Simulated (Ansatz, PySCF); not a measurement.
Reaction (SMILES): COC(C)OC → [CH2]OC(C)OC + H atom (the C-H bond at the site shown breaks; other sites are not compared here)
Each molecule is optimised on its own at B3LYP-D3(BJ)/def2-TZVP (Ansatz, a quantum-chemistry and plane-wave program), one conformer each, not searched for the lowest. Frequencies are from Ansatz or PySCF.
Geometry of the first species:
SMILES: COC(C)OC
```xyz
16

C      0.1307    -1.8674    -0.1538
C     -0.2303    -0.4065     0.0098
O      0.8784     0.3645     0.4531
C      1.0594     0.3800     1.8524
O     -0.6328     0.0754    -1.2312
C     -1.1423     1.3992    -1.2040
H      0.4817    -2.2838     0.7907
H     -0.7384    -2.4366    -0.4836
H      0.9216    -1.9588    -0.8981
H     -1.0462    -0.2784     0.7445
H      1.3344    -0.6056     2.2461
H      0.1537     0.7211     2.3700
H      1.8701     1.0758     2.0615
H     -1.9849     1.4787    -0.5057
H     -1.4909     1.6214    -2.2106
H     -0.3711     2.1161    -0.9162
```

Property: bond dissociation energy (enthalpy at 298 K, with B3LYP-D3(BJ) rigid-rotor harmonic-oscillator terms), in kcal/mol. Cores are frozen in the correlated levels unless marked. UHF or UKS for open shells. Spin-orbit coupling is left out. No relativistic terms. Basis-set limits of correlation are two-point, X^-3; Hartree-Fock from the larger set. The bracket is a focal-point correction in the basis named.

```tsv
level	program	bond dissociation energy (kcal/mol)
BLYP/def2-TZVPD	Ansatz	…
revPBE/def2-TZVPD	Ansatz	…
r2SCAN-D3(BJ)/def2-TZVPD	Ansatz + dftd3	…
PBE0/def2-QZVPP	Ansatz	91.2
CAM-B3LYP/def2-TZVPD	Ansatz	…
B2GP-PLYP-D4/def2-TZVPD	Ansatz + dftd4	93.1
PBE-QIDH/def2-TZVPD	Ansatz	92.5
RPA@PBE/cc-pVTZ	Ansatz	93.5
SCS-MP2/6-31G*	Ansatz	89.7
CCSD/6-31G*	Ansatz	88.6
CCSD(T) with core electrons/cc-pwCVTZ	Ansatz	94.9
RI-MP2/CBS(cc-pVTZ,cc-pVQZ)+[CCSD(T)-MP2]/cc-pVTZ	Ansatz	96.5
```

**Question.** Complete the blanks.

**Answer.** 
- BLYP/def2-TZVPD, bond dissociation energy (kcal/mol): 90.2
- revPBE/def2-TZVPD, bond dissociation energy (kcal/mol): 88.5
- r2SCAN-D3(BJ)/def2-TZVPD, bond dissociation energy (kcal/mol): 90.1
- CAM-B3LYP/def2-TZVPD, bond dissociation energy (kcal/mol): 92.9
